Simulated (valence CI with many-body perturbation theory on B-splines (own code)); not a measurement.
**Mn III: E2, M1 decay**

Computed by valence CI with perturbative core correlation (CI+MBPT): five valence electrons over a frozen Dirac-Fock core [Ar], a basis of 7 s, 7 p, 8 d, 6 f, 4 g, 1 h functions for each j, with the one-electron correlation potential Σ1, the two-electron term Σ2, the three-electron term Σ3, Breit, model QED; selected CI, second order for the rest, scaled by the run's own slope (own B-spline code, finite nucleus).

Against 50 measured levels this calculation errs by 2649 cm⁻¹ on average and by 6458 at most. These come from a selection out of Corliss and Sugar, J. Phys. Chem. Ref. Data 6, 1253 (1977). Levels without a partner in it may be off by more, other configurations by 1,000 to 8,000 cm⁻¹. Among the levels kept, up to 1900 cm⁻¹ of a level comes from second order outside the variational space, and about a tenth of that is noise between levels of different J, which matters for small intervals. Only levels of the ground parity were solved; by the run's estimate the other parity begins above the list, which can be wrong where configurations are misplaced.

Lines 1 to 50 of 94 in falling wavelength, among levels below 82123 cm⁻¹, chosen from the decays that carry over 1 % of a level's rate. Wavelengths and rates use the calculated energies, so an error of 3000 cm⁻¹ moves a line at 63560 Å by 190 % and its rate by three times that or more. Electric multipoles are in the length gauge, E1 and E2 with the static RPA response of the core. S is in atomic units (e²a₀⁴ for E2 and M2, e²a₀⁶ for E3), for M1 in squared Bohr magnetons. Weak lines are less certain than strong ones. Lines between different terms over intervals too small for the method are left out, as are lines whose strength nearly cancels and 22 of this kind that miss the measured wavelength by over 7 %. Where a level lies close to another of its J and parity, the split of strength between their lines is uncertain.

Names give the largest LS component (configuration and term), which can be under half, so a name can repeat, a term be missing and a line seem to break the LS rules; names also repeat where a configuration has a term twice. Letters in brackets count levels of one name in rising energy.

```csv
λ vac (Å),λ from measured levels,Upper,Lower,Type,A (s⁻¹),S (a.u.)
3.856e+06,3.745e+06,3d5 4G_9/2,3d5 4G_11/2,M1,6.18e-07,1.31e+01
63560,67150,3d5 2G_9/2 [a],3d5 2H_9/2,M1,6.75e-03,6.42e-01
37570,,3d5 4D_3/2,3d5 4P_1/2,M1,6.14e-04,4.83e-03
37170,,3d5 4D_3/2,3d5 4P_3/2,M1,1.35e-02,1.03e-01
36700,,3d5 4D_3/2,3d5 4P_5/2,M1,6.39e-03,4.68e-02
25330,23590,3d5 2G_7/2 [a],3d5 4F_7/2,M1,6.62e-03,3.19e-02
25150,23430,3d5 2G_7/2 [a],3d5 4F_9/2,M1,8.40e-04,3.96e-03
24410,22710,3d5 2G_9/2 [a],3d5 4F_7/2,M1,9.01e-03,4.86e-02
24240,22560,3d5 2G_9/2 [a],3d5 4F_9/2,M1,2.10e-02,1.11e-01
9627,9782,3d5 2F_7/2 [a],3d5 4D_5/2,M1,1.30e-02,3.44e-03
9551,9709,3d5 2F_7/2 [a],3d5 4D_7/2,M1,3.06e-02,7.91e-03
9111,8937,3d5 4F_9/2,3d5 4D_5/2,E2,4.27e-03,2.39e+00
9088,8914,3d5 4F_7/2,3d5 4D_5/2,E2,6.34e-03,2.81e+00
9084,,3d5 4F_7/2,3d5 4D_3/2,E2,5.97e-03,2.64e+00
9042,8876,3d5 4F_9/2,3d5 4D_7/2,M1,4.65e-02,1.27e-02
9042,8876,3d5 4F_9/2,3d5 4D_7/2,E2,1.57e-02,8.46e+00
9023,8857,3d5 4F_3/2,3d5 4D_5/2,M1,1.29e-02,1.40e-03
9020,,3d5 4F_3/2,3d5 4D_3/2,M1,5.36e-02,5.83e-03
9020,,3d5 4F_3/2,3d5 4D_3/2,E2,1.06e-02,2.25e+00
9020,8853,3d5 4F_7/2,3d5 4D_7/2,M1,3.65e-02,7.95e-03
9020,8853,3d5 4F_7/2,3d5 4D_7/2,E2,7.04e-03,3.00e+00
8992,8845,3d5 4F_3/2,3d5 4D_1/2,M1,3.25e-02,3.51e-03
8992,8845,3d5 4F_3/2,3d5 4D_1/2,E2,5.35e-03,1.12e+00
8980,8861,3d5 4F_5/2,3d5 4D_5/2,M1,6.59e-02,1.06e-02
8980,8861,3d5 4F_5/2,3d5 4D_5/2,E2,6.14e-03,1.92e+00
8977,,3d5 4F_5/2,3d5 4D_3/2,M1,1.19e-02,1.91e-03
8913,8802,3d5 4F_5/2,3d5 4D_7/2,M1,9.50e-03,1.50e-03
8650,8115,3d5 2I_11/2,3d5 4G_9/2,M1,3.71e-04,1.07e-04
8633,8096,3d5 2I_13/2,3d5 4G_11/2,M1,4.97e-05,1.66e-05
8633,8096,3d5 2I_13/2,3d5 4G_11/2,E2,3.26e-06,1.95e-03
8631,8097,3d5 2I_11/2,3d5 4G_11/2,M1,1.22e-03,3.49e-04
8438,8336,3d5 2D_5/2 [a],3d5 4P_3/2,M1,3.67e-02,4.90e-03
8414,8285,3d5 2D_5/2 [a],3d5 4P_5/2,M1,1.93e-01,2.55e-02
8228,8089,3d5 2D_3/2 [a],3d5 4P_1/2,M1,2.31e-02,1.91e-03
8208,8111,3d5 2D_3/2 [a],3d5 4P_3/2,M1,9.03e-02,7.41e-03
8185,8063,3d5 2D_3/2 [a],3d5 4P_5/2,M1,2.49e-02,2.03e-03
7399,7213,3d5 2F_5/2 [a],3d5 4P_3/2,M1,3.56e-03,3.21e-04
7380,7175,3d5 2F_5/2 [a],3d5 4P_5/2,M1,2.37e-02,2.12e-03
7212,6896,3d5 4F_5/2,3d5 4P_5/2,M1,1.64e-02,1.37e-03
6628,6955,3d5 2D_5/2 [a],3d5 4G_7/2,M1,5.21e-02,3.38e-03
6627,6954,3d5 2D_5/2 [a],3d5 4G_5/2,M1,5.48e-02,3.55e-03
6586,6370,3d5 2G_9/2 [a],3d5 4D_7/2,M1,1.17e-03,1.23e-04
6485,6798,3d5 2D_3/2 [a],3d5 4G_7/2,E2,2.66e-03,1.09e-01
6484,6797,3d5 2D_3/2 [a],3d5 4G_5/2,E2,7.11e-03,2.91e-01
6484,6797,3d5 2D_3/2 [a],3d5 4G_5/2,M1,4.79e-03,1.94e-04
6128,6351,3d5 2F_7/2 [a],3d5 4G_7/2,M1,2.66e-02,1.82e-03
6127,6350,3d5 2F_7/2 [a],3d5 4G_5/2,M1,4.83e-03,3.30e-04
6126,6347,3d5 2F_7/2 [a],3d5 4G_9/2,M1,1.86e-01,1.27e-02
5969,6156,3d5 2F_5/2 [a],3d5 4G_7/2,M1,1.38e-01,6.54e-03
5969,6156,3d5 2F_5/2 [a],3d5 4G_7/2,E2,4.18e-02,1.70e+00
```
